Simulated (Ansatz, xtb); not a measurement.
## H4OSi4: 3 structures ranked

3 gas-phase structures of H4OSi4, found in a search over its isomers (lower ones may exist). Each was relaxed with GFN2-xTB:

A. `O1[SiH]=[SiH][SiH]=[SiH]1`, a singlet
B. a singlet given by its coordinates
C. a singlet given by its coordinates

C (Å):

```xyz
9

O    -0.6813   -1.4715   -0.0312
Si    0.1668   -1.0728    1.3232
Si    0.0224    1.1394    1.8069
Si   -1.2976    1.3998   -0.0048
Si   -1.5980   -0.5979   -1.0720
H     0.6199   -2.4540    1.5445
H    -2.0535    2.4346   -0.7683
H    -2.8915   -1.2797   -1.0110
H    -0.9531   -0.8523   -2.3611
```

Close contacts (Å): O1–Si2 1.65, O1–Si5 1.64, Si2–Si3 2.27, Si3–Si4 2.26, Si4–Si5 2.28, Si2–H6 1.47, Si4–H7 1.49, Si5–H8 1.46, Si5–H9 1.46.

B (Å):

```yaml
atoms:
  - { symbol: O, position_ang: [0.6741, -0.8051, 0.2936] }
  - { symbol: Si, position_ang: [0.7521, -0.9307, 1.9547] }
  - { symbol: Si, position_ang: [0.0248, 1.1328, 2.8134] }
  - { symbol: Si, position_ang: [-0.2931, 1.9827, 0.7521] }
  - { symbol: Si, position_ang: [0.2391, 0.3882, -0.7156] }
  - { symbol: H, position_ang: [2.1553, -1.3399, 2.1097] }
  - { symbol: H, position_ang: [-0.0598, -2.1395, 2.1531] }
  - { symbol: H, position_ang: [-0.6968, 3.1065, -0.1506] }
  - { symbol: H, position_ang: [0.4602, -0.3221, -1.9765] }
```

Close contacts (Å): O1–Si2 1.67, O1–Si5 1.62, Si2–Si3 2.35, Si3–Si4 2.25, Si4–Si5 2.23, Si2–H6 1.47, Si2–H7 1.47, Si4–H8 1.50, Si5–H9 1.46.

**Question.** Which do you expect lowest at r2SCAN-D4/def2-SVP, and how would the others follow?

**Answer.** Calculated order at r2SCAN-D4/def2-SVP: C (0.0), B (11.4), A (94.7) kJ/mol.

Energies above the lowest of each column, in kJ/mol; the last columns are at B3LYP/6-31G* geometries and were run for some of them only (a dash: not run or not comparable):

```csv
structure,GFN2-xTB,HF/STO-3G,r2SCAN-D4/def2-SVP,B3LYP/6-31G*,CCSD(T)/def2-SVP + ΔMP2/def2-TZVPP
C,0.0,4.7,0.0,0.0,0.0
B,30.8,0.0,11.4,31.5,39.0
A,98.9,48.7,94.7,–,–
```

CCSD(T)/def2-SVP + ΔMP2/def2-TZVPP puts C lowest of those it was run on; HF/STO-3G picks B. Some further structures that were screened fall inside this span and aren't listed. Frequencies (B3LYP/6-31G*) were run for B, C alone. Large T1 diagnostics make some coupled-cluster values less sure. ΔMP2 is the change of the MP2 energy from the smaller to the larger basis.

Programs: Ansatz 0.2.0, xtb 6.7.1 (Pople sets with spherical d functions).
